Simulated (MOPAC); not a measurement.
MOPAC input (PM6):

```
PM6 PRECISE GNORM=0.05 LET XYZ GEO-OK AUX(PRECISION=9) THREADS=1
H2BCl2N

N    -1.70610600 1   -0.30198400 1    0.09266800 1
B    -0.34388800 1   -0.06086900 1    0.01867800 1
Cl    0.25552600 1    1.55704800 1   -0.37806600 1
Cl    0.81122800 1   -1.36823000 1    0.32012500 1
H    -2.08200400 1   -1.20817100 1    0.31535200 1
H    -2.39063600 1    0.41650500 1   -0.07241800 1
```

Output:

```
 *******************************************************************************
 **                                                                           **
 **                              MOPAC v23.2.5                                **
 **                                                                           **
 *******************************************************************************
 ** MOPAC's Digital Object Identifier: https://doi.org/10.5281/zenodo.6511958 **
 **                                                                           **
 ** Please cite the open-source release paper for use of this MOPAC version:  **
 ** J. E. Moussa and J. J. P. Stewart (2026)                                  **
 ** MOPAC: An open-source semiempirical molecular orbital program             **
 ** J. Open Source Softw., 11(119), 8025, https://doi.org/10.21105/joss.08025 **
 *******************************************************************************

                              PM6 CALCULATION RESULTS

 *******************************************************************************
 *  PM6        - The PM6 Hamiltonian to be used
 *  GEO-OK     - OVERRIDE INTERATOMIC DISTANCE AND OTHER SAFETY CHECKS
 *  LET        - OVERRIDE SOME SAFETY CHECKS
 *  PRECISE    - TIGHTER CRITERIA TO BE USED
 *  XYZ        - CARTESIAN COORDINATE SYSTEM TO BE USED
 *  GNORM      - EXIT WHEN GRADIENT NORM DROPS BELOW 0.050
 *  AUX        - OUTPUT AUXILIARY INFORMATION
 *******************************************************************************
PM6 PRECISE GNORM=0.05 LET XYZ GEO-OK AUX(PRECISION=9) THREADS=1
 H2BCl2N

   ATOM   CHEMICAL          X               Y               Z
  NUMBER   SYMBOL      (ANGSTROMS)     (ANGSTROMS)     (ANGSTROMS)

     1       N         -1.70610600  *  -0.30198400  *   0.09266800  *
     2       B         -0.34388800  *  -0.06086900  *   0.01867800  *
     3      Cl          0.25552600  *   1.55704800  *  -0.37806600  *
     4      Cl          0.81122800  *  -1.36823000  *   0.32012500  *
     5       H         -2.08200400  *  -1.20817100  *   0.31535200  *
     6       H         -2.39063600  *   0.41650500  *  -0.07241800  *

          CARTESIAN COORDINATES

    NO.       ATOM           X           Y           Z

     1         N         -1.7061     -0.3020      0.0927
     2         B         -0.3439     -0.0609      0.0187
     3        Cl          0.2555      1.5570     -0.3781
     4        Cl          0.8112     -1.3682      0.3201
     5         H         -2.0820     -1.2082      0.3154
     6         H         -2.3906      0.4165     -0.0724

 General Reference for PM6:
 "Optimization of Parameters for Semiempirical Methods V: Modification of NDDO Approximations
 and Application to 70 Elements", J. J. P. Stewart, J. Mol. Mod., 13, 1173-1213 (2007)
 URL: https://link.springer.com/article/10.1007/s00894-007-0233-4

           Empirical Formula: H2 N B Cl2  =     6 atoms

      MOLECULAR POINT GROUP   :   C2v

      RHF CALCULATION, NO. OF DOUBLY OCCUPIED LEVELS = 12

          Geometry optimization using EF

          DIAGONAL MATRIX USED AS START HESSIAN

 CYCLE:     1  GRAD.:    23.126 HEAT: -91.02249
 CYCLE:     2  GRAD.:   175.568 HEAT: -82.00525
 CYCLE:     3  GRAD.:    13.336 HEAT: -91.19027
 CYCLE:     4  GRAD.:    49.047 HEAT: -90.02551
 CYCLE:     5  GRAD.:     5.697 HEAT: -91.28534
 CYCLE:     6  GRAD.:    12.278 HEAT: -91.21346
 CYCLE:     7  GRAD.:     0.721 HEAT: -91.31942
 CYCLE:     8  GRAD.:     0.361 HEAT: -91.32123
 CYCLE:     9  GRAD.:     0.566 HEAT: -91.32162
 CYCLE:    10  GRAD.:     1.895 HEAT: -91.32064
 CYCLE:    11  GRAD.:     0.120 HEAT: -91.32181
 CYCLE:    12  GRAD.:     0.172 HEAT: -91.32185
 CYCLE:    13  GRAD.:     0.324 HEAT: -91.32182
 CYCLE:    14  GRAD.:     0.044 HEAT: -91.32187

     GRADIENT =  0.04419 IS LESS THAN CUTOFF =  0.05000

 -------------------------------------------------------------------------------
 PM6 PRECISE GNORM=0.05 LET XYZ GEO-OK AUX(PRECISION=9) THREADS=1
 H2BCl2N

     GEOMETRY OPTIMISED USING EIGENVECTOR FOLLOWING (EF).
     SCF FIELD WAS ACHIEVED

                              PM6 CALCULATION
                                                       MOPAC v23.2.5 Linux

          FINAL HEAT OF FORMATION =        -91.32187 KCAL/MOL =    -382.09069 KJ/MOL

          COSMO AREA              =        110.37 SQUARE ANGSTROMS
          COSMO VOLUME            =         95.64 CUBIC ANGSTROMS

          GRADIENT NORM           =          0.04419          =       0.01804 PER ATOM
          IONIZATION POTENTIAL    =         10.774670 EV
          HOMO LUMO ENERGIES (EV) =        -10.775 -0.390
          NO. OF FILLED LEVELS    =         12
          MOLECULAR WEIGHT        =         97.7385         POINT GROUP:  C2v

          MOLECULAR DIMENSIONS (Angstroms)

            Atom       Atom       Distance
            H     5   Cl     3     3.69091
            H     6   Cl     4     3.62150
            H     5    H     6     0.00000

          SCF CALCULATIONS        =         15

   ATOM   CHEMICAL          X               Y               Z
  NUMBER   SYMBOL      (ANGSTROMS)     (ANGSTROMS)     (ANGSTROMS)

     1       N         -1.72977692  *  -0.30615675  *   0.09394955  *
     2       B         -0.35652656  *  -0.06311039  *   0.01936605  *
     3      Cl          0.27521238  *   1.53040321  *  -0.37187744  *
     4      Cl          0.81985200  *  -1.33657952  *   0.31239982  *
     5       H         -2.10177844  *  -1.20823248  *   0.31559742  *
     6       H         -2.40913407  *   0.40977427  *  -0.07058070  *

                             CARTESIAN COORDINATES

   1    N       -1.729776916    -0.306156752     0.093949550
   2    B       -0.356526562    -0.063110391     0.019366048
   3   Cl        0.275212378     1.530403213    -0.371877437
   4   Cl        0.819851995    -1.336579519     0.312399818
   5    H       -2.101778440    -1.208232483     0.315597415
   6    H       -2.409134072     0.409774265    -0.070580697

           Empirical Formula: H2 N B Cl2  =     6 atoms

      MOLECULAR POINT GROUP   :   C2v

                  EIGENVALUES
 -31.73713 -26.27472 -26.07465 -19.18322 -18.58726 -15.84812 -13.66238 -13.18054
 -11.44404 -11.24297 -10.97165 -10.77467  -0.39000   0.68143   1.44893   2.42995
   5.07046   6.26588  88.14247  88.25396  88.38485  89.10191  89.10900  89.37585
  89.37885  89.52888  89.98886  90.01157

              NET ATOMIC CHARGES AND DIPOLE CONTRIBUTIONS

  ATOM NO.   TYPE          CHARGE      No. of ELECS.   s-Pop       p-Pop       d-Pop
    1          N          -0.483948        5.4839     1.44649     4.03746
    2          B           0.291876        2.7081     0.93715     1.77097
    3         Cl          -0.163382        7.1634     1.99170     5.16846     0.00322
    4         Cl          -0.163378        7.1634     1.99170     5.16846     0.00322
    5          H           0.259419        0.7406     0.74058
    6          H           0.259413        0.7406     0.74059
 DIPOLE           X         Y         Z       TOTAL
 POINT-CHG.    -2.959    -0.524     0.161     3.009
 HYBRID        -0.338    -0.060     0.018     0.343
 SUM           -3.297    -0.584     0.179     3.353

          ATOMIC ORBITAL ELECTRON POPULATIONS

     Atom    s        px        py        pz      x^2-y^2     xz        z^2       yz        xy
    1  N   1.44649   1.16814   1.20874   1.66058
    2  B   0.93715   0.66321   0.63442   0.47334
    3 Cl   1.99170   1.87831   1.39839   1.89177   0.00091   0.00017   0.00045   0.00056   0.00112
    4 Cl   1.99170   1.65904   1.60269   1.90673   0.00111   0.00030   0.00046   0.00036   0.00098
    5  H   0.74058
    6  H   0.74059

 **********************
 *                    *
 * JOB ENDED NORMALLY *
 *                    *
 **********************

 == MOPAC DONE ==
```

The geometry given is a B3LYP-D3(BJ)/def2-TZVP minimum.
